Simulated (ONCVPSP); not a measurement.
# N (Z = 7), ONCV: configuration errors across variants

nitrogen (N), optimised norm-conserving Vanderbilt (ONCV), made with ONCVPSP 4.0.1 (PBE, scalar-relativistic). Core [He], reference 2s1 2p4. Waves: 2s: rc 0.70 bohr, ncon 3, nbas 6, qcut 7.8 1/bohr, 2 projectors, debl 3.4 Ha; 2p: rc 1.50 bohr, ncon 3, nbas 6, qcut 8.7 1/bohr, 2 projectors, debl 2.1 Ha; d scattering state at 0.05 Ha: rc 1.35 bohr, ncon 5, nbas 8, qcut 8 1/bohr, 2 projectors, debl 3.2 Ha. Local part: polynomial inside 0.55 bohr (lpopt 5, dvloc0 -1 Ha). Core correction: Teter function fitted to the true core (icmod 2), fcfact 0.55.

All-electron excitation energies from the reference (eV): (1) 2s2 2p3 -11.507; (2) 2s2 2p2 2.084; (3) 2s2 2p1 30.937; (4) 2s0 2p5 11.533.

A true bound ghost makes a file unfit for plane-wave use even where its test errors are small: the radial tests pick states by their node count and pass the ghost by.

Errors AE − PS in meV (a dash: test not solved or not reliable):

| change | (1) | (2) | (3) | (4) | bound ghosts | GHOST(+) flags above zero |
| --- | --- | --- | --- | --- | --- | --- |
| base | +6.9 | +57 | +261 | +3.9 | none | s, d |
| local potential polynomial inside 0.50 bohr (lpopt 5, dvloc0 6 Ha) | +6.9 | +57 | +261 | +3.9 | none | s |
| s: qcut 10 | +6.9 | +56 | +256 | +3.7 | s | d |
| core correction Teter function fitted to the true core (icmod 2), fcfact 0.52 | +6.9 | +57 | +261 | +3.9 | none | s, d |
| local potential polynomial inside 0.55 bohr (lpopt 5, dvloc0 2 Ha) | +6.9 | +57 | +261 | +3.9 | none | s |
| all radii but the core radius scaled by about 1.17 (s 0.82, p 1.76, d 1.58 bohr); local potential polynomial inside 0.64 bohr (lpopt 5, dvloc0 -1 Ha) | +2.1 | +78 | +381 | +3.0 | none | none |
| d: rc 0.98 | +6.9 | +57 | +261 | +3.9 | none | s |
| d: rc 1.38 | +6.9 | +57 | +261 | +3.9 | none | s, d |
| p: debl 0.5 | +6.9 | +57 | +262 | +3.9 | none | s, d |

**Question.** Give the same row for: s: nproj 1.

**Answer.** +6.9, +58, +275, +3.9; bound ghosts: none; GHOST(+) flags above zero: d.
